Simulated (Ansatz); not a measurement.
Abridged output of a molecular run in Ansatz:

```
Functional definition: HF
1343 factors; integrals over basis functions are off by at most 6.8e-4 eV
mean field evaluation 1: about -10383.7434 eV, gradient 7.9e1 eV
mean field evaluation 2: about -10383.9268 eV, gradient 8.0e1 eV
mean field evaluation 4: about -10394.3398 eV, gradient 1.2e1 eV
mean field evaluation 8: about -10394.6409 eV, gradient 9.2e-1 eV
mean field evaluation 16: about -10394.6428 eV, gradient 2.9e-6 eV
mean field -10394.64282480 eV, -381.9960780694 hartree, gradient 2.9e-6 eV, S^2 0.000000; 0 other end points of the search recorded, 0 dependent functions left out
4 core orbitals not correlated: weight in the atoms' cores, before any rotation towards them, 1.000 or more for the frozen orbitals, at most 0.000 for the correlated occupied ones
reference -10394.64282480 eV, -381.9960780694 hartree; 20, 20 occupied and 184, 184 virtual orbitals, 1343 factors
second order -37.65448386 eV of doubles, -0.00000000 eV of singles
cycle   1  -35.27951862 eV  change     2.4e0 eV  update   2.3e-1
cycle   2  -36.49306778 eV  change    -1.2e0 eV  update   1.2e-1
cycle   3  -36.77191901 eV  change   -2.8e-1 eV  update   3.7e-2
cycle   4  -36.79260155 eV  change   -2.1e-2 eV  update   1.5e-2
cycle   5  -36.76517004 eV  change    2.7e-2 eV  update   3.6e-3
cycle   6  -36.76454089 eV  change    6.3e-4 eV  update   1.4e-3
cycle   7  -36.76526435 eV  change   -7.2e-4 eV  update   5.0e-4
cycle   8  -36.76483370 eV  change    4.3e-4 eV  update   2.0e-4
cycle   9  -36.76487657 eV  change   -4.3e-5 eV  update   7.5e-5
cycle  10  -36.76498645 eV  change   -1.1e-4 eV  update   3.1e-5
cycle  11  -36.76491715 eV  change    6.9e-5 eV  update   1.4e-5
cycle  12  -36.76490609 eV  change    1.1e-5 eV  update   6.8e-6
perturbative correction -1.63582562 eV, -0.0601154827 hartree
Total energy: -10433.04355651 eV, -383.4072789307 hartree
```

Its atoms:

Cartesian coordinates in Å:
```
O 0.6167 -1.0566 -1.3266
Ta 0.0492 -0.3559 0.1351
O 1.2252 1.0502 0.6301
O -1.6894 0.3462 -0.1642
F 0.0076 -1.6877 1.4682
H 2.0250 1.3664 0.2090
H -2.2342 0.3374 -0.9517
```

(1) Which basis set was used?
A. cc-pV(Q+d)Z
B. def2-TZVPP
C. def2-QZVPP
D. cc-pV(D+d)Z

(2) Write the keys of the input that set method, charge and spin (a neutral closed shell needs none for the last two).

Answers

(1) B. It gives 208 functions.

(2) 
```yaml
correlation: {method: ccsd_t}
```
